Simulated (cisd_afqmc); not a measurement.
Input (AFQMC/CISD/def2-SVP; cisd_afqmc is a phaseless AFQMC code with CISD trial states that reads the integrals written by Ansatz):

Ansatz 0.2 input:
```python
import cisd_afqmc

open("ham.yaml", "w").write("""\
crystal:
  periodic: [false, false, false]
  atoms:
    - {symbol: Be, position_ang: [-0.87992347, -0.51025830, -0.68985966]}
    - {symbol: C, position_ang: [0.30537841, 0.17708571, 0.23941656]}
    - {symbol: H, position_ang: [0.85331290, -0.61161253, 0.76365013]}
    - {symbol: H, position_ang: [-0.15481772, 0.85375318, 0.96566625]}
    - {symbol: H, position_ang: [0.98892819, 0.73637830, -0.40637710]}
basis:
  gaussian:
    orbitals: def2-SVP
total_charge: 1
magnetization: {spin_polarized: false}
correlation: {method: ccsd, electrons: outside_noble_gas, hamiltonian_folder: ham}
""")
rep = cisd_afqmc.ansatz("ham.yaml")
e_ccsd = rep["correlation"]["coupled_cluster"]["energy"]["hartree"]
out = cisd_afqmc.run("ham", e_ccsd, trial="CISD", walkers=200, populations=8, threads=8, dt=0.005, steps=40, early=24, settle=10, least=32,
    cut=5e-5, rank_cut=2e-4, target=0.0004, seconds=1500, seed=1, memory=17280, gpu=False)
```

Output:

```
orbitals 36, occupied [4], factors 198 of 434, rank of the doubles 67 of 128
E(HF) = -53.872458
E(CCSD) on the cut factors = -54.056541, shift to the whole factors -0.000013
Energy of the trial state on the determinant = -54.056566
  tau behind 7.2 of longer steps, mean of the populations' last blocks
   2.0  -54.06112
   4.0  -54.06279
   6.0  -54.06323
   8.0  -54.06157
blocks 301 (0 outliers left out), error by blocks joined: 1: 0.00012, 2: 0.00015, 4: 0.00019, 8: 0.00020, 16: 0.00023
E(AFQMC/CISD) = -54.06257 +/- 0.00023
```
